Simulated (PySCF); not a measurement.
**Calculated properties of `C=C(CCCl)CC(=O)[O-]`**

Species: C₆H₈ClO₂ (charge -1).
Numbering: `[CH2:1]=[C:2]([CH2:3][CH2:4][Cl:5])[CH2:6][C:7](=[O:8])[O-:9]` (hydrogens: H10, H11 on C1; H12, H13 on C3; H14, H15 on C4; H16, H17 on C6)

Structure used (GFN2-xTB), in Å, numbered top down from 1:
```
atom  x, y, z in Å
C1    -0.5271    1.9669    0.5687
C2    -0.2398    0.7029    0.2609
C3     0.8693    0.3965   -0.7135
C4     1.8122   -0.7032   -0.2668
Cl5    2.6614   -0.2746    1.2417
C6    -1.0427   -0.4413    0.7360
C7    -1.7342   -1.2183   -0.5094
O8    -2.9576   -1.1209   -0.5591
O9    -0.9483   -1.8281   -1.2421
H10   -1.3442    2.2175    1.2244
H11    0.0320    2.7983    0.1661
H12    0.4000    0.0125   -1.6259
H13    1.4285    1.3067   -0.9491
H14    2.5927   -0.8819   -1.0081
H15    1.2568   -1.6216   -0.0858
H16   -1.8348   -0.1090    1.4082
H17   -0.4313   -1.1904    1.2431
```

Among its groups: carboxylate, C=C double bond and C–Cl bond.

From GFN2-xTB geometry:

```
Point group of the GFN2-xTB geometry                  : C1
Rotational constants A, B, C of the GFN2-xTB geometry : 2.295, 0.805, 0.689 GHz
```

From PBE0/pcSseg-1 ground state and GIAO shieldings, non-relativistic (PySCF):

```
HOMO energy                                                 : -1.51 eV
LUMO energy                                                 : 4.10 eV
HOMO–LUMO gap                                               : 5.61 eV
Lowest Hirshfeld atomic charge                              : -0.42 e on O8
Highest Hirshfeld atomic charge                             : +0.12 e on C7
13C chemical shifts (computed TMS as zero) by class         : 167.4 (C7), 160.8 (C2), 105.6 (C1), 56.0 (C6), 52.0 (C4), 45.4 (C3) ppm
1H chemical shifts (computed TMS as zero) by class          : 4.50 (H10), 4.38 (H11), 4.28 (H14/H15), 3.10 (H12/H13), 2.88 (H16/H17) ppm
Isotropic shieldings of nuclei other than C and H, by class : -32 (O8), 19 (O9), 910 (Cl5) ppm
Mayer bond orders between heavy atoms                       : C1–C2 1.96, C2–C3 1.02, C3–C4 1.03, C4–Cl5 0.93, C2–C6 1.07, C6–C7 0.84, C7–O8 1.81, C7–O9 1.67
```

Monoisotopic mass of the ion (most abundant isotopes, electron mass counted): 147.0218 u.

The rotational constants make it an asymmetric top with κ = (2B − A − C)/(A − C) = -0.86, nearer the prolate limit (−1). With B = h/(8π²I), that is 505.379 GHz u Å² over I, the principal moments of inertia are 220.2, 627.8 and 733.4 u Å² (most abundant isotopes); the inertial defect Ic − Ia − Ib is -114.6 u Å² (zero for a rigid planar frame, negative otherwise).

The structure is a single GFN2-xTB conformer in the gas phase; no vibrational or solvent corrections. GFN2-xTB frequencies show an imaginary mode (33i cm⁻¹), so this geometry is no minimum at that level. NMR classes are plain means over equivalent atoms (diastereotopic ones count apart unless rotation or inversion swaps them), as if these changed places fast; in this geometry the members of some classes differ. No diffuse functions stand in pcSseg-1, which bears on an anion's orbital energies.
